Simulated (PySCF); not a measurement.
Static polarisabilities and like-pair C6 coefficients by linear response at CAM-B3LYP/def2-SVPD (PySCF, frozen core in the response, non-relativistic, gas phase), PBE0-D3(BJ)/def2-SVP geometries, one conformer each; atomic units unless stated.

```tsv
label	species	α	C6
P	`N#CB(C#N)C#N`	60.1	1343
Q	`C1(CF)SCCS1`	85.8	3027
R	`[AlH3-][N+]#CCC1CCC1`	106.9	4289
```

Estimate the unlike-pair coefficients by the rule C6(AB) = 2·C6(AA)·C6(BB) / [C6(AA)·αB/αA + C6(BB)·αA/αB], and compare with the geometric mean.

```json
{"pair": "PQ", "combination rule": "2013", "geometric mean": "2016", "ratio": "0.999"}
{"pair": "PR", "combination rule": "2400", "geometric mean": "2400", "ratio": "1.000"}
{"pair": "QR", "combination rule": "3599", "geometric mean": "3603", "ratio": "0.999"}
```

The rule is exact for one-pole polarisabilities and never exceeds the geometric mean; the two meet where both partners have the same effective excitation energy. These unlike-pair values are estimates, not computed integrals.
